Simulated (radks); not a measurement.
Spherical quantum dot in the effective-mass picture: electrons in a parabolic well V = omega^2 r^2 / 2 with omega = 0.147, all in effective atomic units (hartree* = m*/eps^2 hartree, bohr* = eps/m* bohr), one dielectric constant everywhere. Calculated with a radial shooting solver with Libxc functionals: non-relativistic Kohn-Sham, LDA (Slater exchange, Perdew-Wang correlation), spin-polarised, spherical densities. Levels are named by radial order and angular momentum (1s, 1p, 1d, 2s, ...), and open shells are averaged over m. Results are scaled to m* = 0.105 and eps = 5.9, for which hartree* = 82.08 meV and bohr* = 2.973 nm.

N = 32, configuration 1s2 1p6 1d10 2s2 1f(up 7, down 5). This is the lowest configuration that the search found. Occupied and some empty levels:

level,occupation,eigenvalue (meV),<r> (nm)
1s up,1,330.07,19.64
1s down,1,330.26,19.26
1p up,3,332.50,23.80
1p down,3,332.78,23.64
1d up,5,335.42,26.18
1d down,5,335.75,26.13
2s up,1,336.45,20.30
2s down,1,336.62,20.55
1f up,7,338.89,27.85
1f down,5,339.23,27.85
2p up,0,341.13,22.09
2p down,0,341.28,22.15
1g up,0,342.90,29.17
1g down,0,343.24,29.19
2d up,0,346.18,24.21
2d down,0,346.37,24.20

Energy (meV): total 6471.59, kinetic 225.70, external 2246.0, Hartree 4402.6, exchange-correlation -402.65.
